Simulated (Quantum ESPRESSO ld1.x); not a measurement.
Results of a calculation; reference values are marked as such.
Problem. This ld1.x (Quantum ESPRESSO 7.5) run is given with its output. Can the result be used, and if not, why?

```
 &input
    atom='Li',
    iswitch=1,
    rel=0,
    lsd=1,
    dft='PZ',
    config='[He] 2s2',
    verbosity='high',
    prefix='ld1',
    max_out_wfc=37,
    file_charge='ld1.rho',
 /
```

```
     Program LD1 v.7.5 starts

     Message from routine scf:
     warning: at least one error in KS equations
     --------------------------- All-electron run ----------------------------

     atomic number is  3.00
     dft =PZ   lsd =1 sic =0 latt =0  beta=0.20 tr2=1.0E-14
     Exchange-correlation= PZ
                           (   1   1   0   0   0   0   0)
     mesh =1589 r(mesh) = 100.02175 a.u. xmin = -7.00 dx = 0.00800
     1 Ry =  13.60569312 eV

     n l     nl                  e(Ry)          e(Ha)          e(eV)
     1 0     1S 1( 1.00)      -2.967317891      -1.483658945    -40.3724166
     2 0     2S 1( 1.00)      -0.000000000      -0.000000000     -0.0000000
     1 0     1S 2( 1.00)      -2.967317891      -1.483658945    -40.3724166
     2 0     2S 2( 1.00)      -0.000000000      -0.000000000     -0.0000000

     final scf error:  3.8E-16 reached in  91 iterations

     Etot =     -15.207542 Ry,      -7.603771 Ha,    -206.909148 eV
     Total magnetization:    0.00 Bohr mag.

     Ekin =      14.456135 Ry,       7.228068 Ha,     196.685737 eV
     Encl =     -36.358654 Ry,     -18.179327 Ha,    -494.684683 eV
     Eh   =      10.443708 Ry,       5.221854 Ha,     142.093885 eV
     Exc  =      -3.748731 Ry,      -1.874366 Ha,     -51.004086 eV
```

Solution. No. The residual met the threshold, but the solution is spurious: in the last iteration no bound solution was found for 2s down, 2s up (the eigenvalue is printed as zero or positive). The species is Li- with 4 electrons. In a local or semilocal functional the extra electron of a negative ion sees its own charge, the potential lacks the -1/r tail, and the highest level tends to rise to zero. The printed total energy is meaningless.
